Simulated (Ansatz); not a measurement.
Consider the formal exchange of groups at a B–S bond: `BSB(O)Cl` + `C=C[SiH3]` → `C=C[SiH2]B(O)Cl` + `BS`.

Computed with Ansatz on PBE0-D4/def2-TZVP structures; ΔE is electronic, products minus reactants. CBS: MP2 limit from def2 TZ/QZ plus the TZ coupled-cluster correction, frozen cores. This one scheme is used for every species. Functionals use def2-TZVPP. One conformer a species, not always the lowest.

`BSB(O)Cl`:

```xyz
8

B    -0.172    1.642    0.760
S    -0.747    0.524   -0.500
B     0.227   -1.032   -0.350
O    -0.035   -2.035   -1.208
Cl    1.480   -1.299    0.839
H     0.693    1.336    1.513
H    -0.716    2.702    0.786
H    -0.731   -1.838   -1.841
```

`C=C[SiH3]`:

Cartesian coordinates in Å:
```
C 1.191 -0.082 0.979
C 0.547 -0.470 -0.118
Si -1.080 0.256 -0.650
H 0.794 0.690 1.632
H 2.142 -0.517 1.276
H 0.998 -1.249 -0.730
H -0.968 0.878 -1.998
H -1.494 1.290 0.336
H -2.130 -0.796 -0.729
```

`C=C[SiH2]B(O)Cl`:

Cartesian coordinates in Å:
```
C -0.665 0.558 1.843
C 0.116 -0.455 1.479
Si 0.527 -0.898 -0.284
B -0.303 0.381 -1.625
O 0.396 1.113 -2.513
Cl -2.058 0.574 -1.685
H -1.146 1.208 1.118
H -0.870 0.777 2.887
H 0.553 -1.070 2.265
H 0.089 -2.292 -0.580
H 2.014 -0.878 -0.460
H 1.346 0.981 -2.445
```

`BS`:

Cartesian coordinates in Å:
```
B 0.110 -0.558 -0.110
S 0.220 1.173 -0.431
H 0.678 -1.267 -0.881
H -0.499 -0.979 0.823
H -0.510 1.631 0.600
```

(1) Is it downhill or uphill in electronic energy at CCSD(T)/CBS, and by how much? (Best estimate.)

(2) What do these levels give: PBE-D4, ωB97M-V, PBE, CCSD/def2-TZVPP, HF/def2-QZVPP, HF/CBS(def2)? (An estimate is asked.)

Largest T1 diagnostic among the species: 0.015.

Answers

(1) Computed: Uphill: ΔE = +60.0 kJ/mol.

(2) Ansatz gave: PBE-D4 52.8, ωB97M-V 60.7, PBE 53.6, CCSD/def2-TZVPP 59.4, HF/def2-QZVPP 69.5, HF/CBS(def2) 69.5 kJ/mol.

From PBE to PBE0 (25 % exact exchange), in def2-TZVPP and without D4, ΔE moves by +4.3 kJ/mol.
